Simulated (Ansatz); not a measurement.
Molecule: C3H8S, net charge 0, singlet state. SMILES: CCCS
Coordinates optimised at B3LYP-D3(BJ)/def2-TZVP (Ansatz, a program for electronic structure):
```xyz
12

C     -2.4057     0.1959    -0.1095
C     -0.9818     0.3628     0.4177
C      0.0462    -0.3022    -0.4884
S      1.7678    -0.2020     0.1171
H     -2.6783    -0.8597    -0.1806
H     -3.1274     0.6822     0.5488
H     -2.5142     0.6342    -1.1043
H     -0.7434     1.4264     0.5089
H     -0.8972    -0.0589     1.4217
H     -0.0003     0.1052    -1.4992
H     -0.1489    -1.3738    -0.5657
H      1.8724     1.1370     0.0777
```

Parts of the frozen-core correlation energy in 6-31G (Ansatz, hartree). Frozen orbitals: 8; correlated occupied orbitals by spin: 13 and 13; virtual: 35 and 35. Spin-orbit coupling is left out. No relativistic terms.

```tsv
term	value
reference (HF)	-515.68517
MP2 opposite-spin	?
MP2 same-spin	?
CCSD correlation	-0.38120
(T)	?
T1 diagnostic	0.006
largest doubles amplitude	0.034
```

Q: Complete the blanks.

A: 
- MP2 opposite-spin, value: -0.26373
- MP2 same-spin, value: -0.06751
- (T), value: -0.00817
